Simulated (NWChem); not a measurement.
Species: C3H8Si; SMILES C(=C)C[SiH3]

```xyz
12

Si     0.2225    -1.5395    -0.0013
C     -0.8073     0.0415    -0.1976
C     -0.1608     1.2275     0.4400
C      0.4243     2.2395    -0.2058
H     -0.5231    -2.7119    -0.5575
H      1.5235    -1.4051    -0.7240
H      0.5017    -1.7966     1.4458
H     -1.7949    -0.1578     0.2545
H     -0.9715     0.2088    -1.2752
H     -0.1522     1.2350     1.5381
H      0.4490     2.2850    -1.2997
H      0.8987     3.0609     0.3370
```
Atoms are numbered in this order, from 1.

STO-3G and 3-21G are far too small for this property and stand as cheap habits. The geometry was optimised at PBE0/def2-SVP.

Problem. Give the principal values of the shielding tensors (ppm) of Si1, C2, C3, C4 from Hartree-Fock/STO-3G, GIAO (NWChem), with their diamagnetic and paramagnetic parts as GIAO splits them.

Solution. 
```tsv
atom	σ11	σ22	σ33	isotropic	diamagnetic	paramagnetic
Si1	610.2	616.9	663.5	630.2	867.9	-237.7
C2	220.6	225.7	252.6	233.0	246.6	-13.7
C3	5.1	136.8	220.1	120.7	253.2	-132.5
C4	18.5	158.9	219.0	132.1	254.0	-121.9
```
